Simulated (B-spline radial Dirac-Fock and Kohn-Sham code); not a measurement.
## Auger parameter of tungsten: the M5 level and its strongest M5-NN line

Level of theory: Dirac-Fock energy differences between relaxed states, corrected for Breit and QED terms; a radial atomic solver. The modified Auger parameter α′ is the binding energy plus the kinetic energy of the Auger electron; it does not depend on the energy zero. For free ions it tends to fall with charge, since less charge screens the final holes.

```
           species           configuration  binding 3d5/2 (eV)  Auger line  kinetic (eV)  α′ (eV)
                 W       [Xe] 4f14 5d4 6s2              1816.7    N6N7 J=6        1712.1   3528.8
                 W       [Xe] 4f14 5d5 6s1              1813.8    N6N7 J=6        1715.7   3529.5
                 W           [Xe] 4f14 5d6              1811.3    N6N7 J=6        1719.1   3530.4
                W⁺       [Xe] 4f14 5d4 6s1              1824.9    N6N7 J=6        1702.6   3527.4
                W⁺       [Xe] 4f14 5d3 6s2              1828.4    N6N7 J=6        1698.6   3527.0
                W⁺       [Xe] 4f14 5d4 6p1              1826.4    N6N7 J=6        1701.1   3527.5
   W⁺ (Watson 2 Å)       [Xe] 4f14 5d4 6s1              1818.0    N6N7 J=6        1709.7   3527.6
               W²⁺           [Xe] 4f14 5d4              1834.1    N6N7 J=6        1692.2   3526.3
W²⁺ (Watson 1.6 Å)           [Xe] 4f14 5d4              1816.8    N6N7 J=6        1710.0   3526.8
               W³⁺           [Xe] 4f14 5d3              1848.2    N6N7 J=6        1676.8   3525.0
W³⁺ (Watson 1.6 Å)           [Xe] 4f14 5d3              1821.6    N6N7 J=6        1703.7   3525.3
W³⁺ (Watson 2.2 Å)           [Xe] 4f14 5d3              1828.6    N6N7 J=6        1696.4   3525.0
               W⁴⁺           [Xe] 4f14 5d2              1863.6    N6N7 J=6        1660.4   3524.1
               W⁴⁺       [Xe] 4f14 5d1 6s1              1868.1    N6N7 J=6        1655.9   3524.0
               W⁴⁺           [Xe] 4f14 6s2              1872.7    N6N7 J=6        1651.4   3524.0
               W⁴⁺       [Xe] 4f14 5d1 6p1              1869.5    N6N7 J=6        1654.6   3524.1
               W⁵⁺           [Xe] 4f14 5d1              1880.3    N6N7 J=6        1643.2   3523.4
W⁵⁺ (Watson 2.7 Å)           [Xe] 4f14 5d1              1853.6    N6N7 J=6        1669.8   3523.4
               W⁶⁺               [Xe] 4f14              1898.0    N6N7 J=6        1625.1   3523.0
W⁶⁺ (Watson 1.6 Å)               [Xe] 4f14              1844.0    N6N7 J=6        1679.1   3523.0
               W⁸⁺  [Kr] 4d10 4f14 5s2 5p4              1942.2    N6N7 J=6        1581.6   3523.8
```

Values without a named source are computed, but for edge energies of neutral atoms, which are taken from tables.
